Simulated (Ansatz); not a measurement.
Geometry optimisation, RKS PBE0-D4/STO-3G in Ansatz.

Input:

```yaml
crystal:
  periodic: [false, false, false]
  atoms:
    - { symbol: "N", position_ang: [-0.2992, -1.514, 0.8645] }
    - { symbol: C, position_ang: [0.4556, -0.4913, 0.1211] }
    - { symbol: "N", position_ang: [1.4343, -1.1909, -0.6933] }
    - { symbol: "N", position_ang: [1.1931, 0.4263, 1.0666] }
    - { symbol: Si, position_ang: [-0.6798, 0.5072, -1.025] }
    - { symbol: B, position_ang: [-1.9593, 1.5521, 0.0372] }
    - { symbol: F, position_ang: [-1.9503, 2.9796, -0.0481] }
    - { symbol: H, position_ang: [0.3279, -2.0553, 1.4161] }
    - { symbol: H, position_ang: [-0.9635, -0.9492, 1.5715] }
    - { symbol: H, position_ang: [2.0073, -0.4979, -1.226] }
    - { symbol: H, position_ang: [0.9734, -1.8351, -1.3275] }
    - { symbol: H, position_ang: [1.7924, -0.134, 1.6835] }
    - { symbol: H, position_ang: [1.6586, 1.1264, 0.5248] }
    - { symbol: H, position_ang: [-1.4311, -0.3871, -1.8867] }
    - { symbol: H, position_ang: [0.1255, 1.4265, -1.8084] }
    - { symbol: H, position_ang: [-2.7077, 1.014, 0.7741] }
basis:
  gaussian: { orbitals: STO-3G }
hamiltonian:
  xc: pbe0
  dispersion: d4
relax:
  f_tol: 0.015
  max_steps: 40
```

Launched with:

```bash
$ ansatz run input.yaml --threads 1 --pin off --max-ram 2048MiB --backend cpu --events-out ev --progress --plain --runs-dir out
```

Task: Where does it end, and by what steps?

Result: The forces met the threshold. Limits of this set-up: minimal basis. After 12 steps the energy has fallen by 1.130 eV; F7 moved furthest, 0.32 Å.

```tsv
step	energy less start (eV)	largest force component (eV/Å)	accepted
0	0.0000	4.813	yes
1	-0.9428	2.007	yes
2	-1.0514	0.986	yes
3	-0.9880	1.258	no
4	-1.1214	0.216	yes
5	-1.1268	0.117	yes
6	-1.1279	0.135	yes
7	-1.1294	0.072	yes
8	-1.1297	0.112	yes
9	-1.1300	0.023	yes
10	-1.1301	0.027	yes
11	-1.1300	0.045	no
12	-1.1302	0.008	yes
```

```xyz
16
Properties=species:S:1:pos:R:3
N -0.366 -1.505 0.779
C 0.453 -0.452 0.076
N 1.569 -1.238 -0.586
N 1.050 0.505 1.094
Si -0.705 0.573 -1.058
B -1.945 1.586 0.100
F -1.871 2.885 0.248
H 0.328 -1.989 1.413
H -0.956 -0.962 1.466
H 1.931 -0.635 -1.374
H 1.074 -2.016 -1.100
H 1.815 -0.062 1.556
H 1.616 1.195 0.526
H -1.388 -0.338 -1.947
H 0.155 1.411 -1.867
H -2.782 1.020 0.717
```

Run time: 42 s on 1 thread of Intel(R) Xeon(R) 6975P-C (Granite Rapids), with other jobs on the host, peak memory 0.2 GiB.
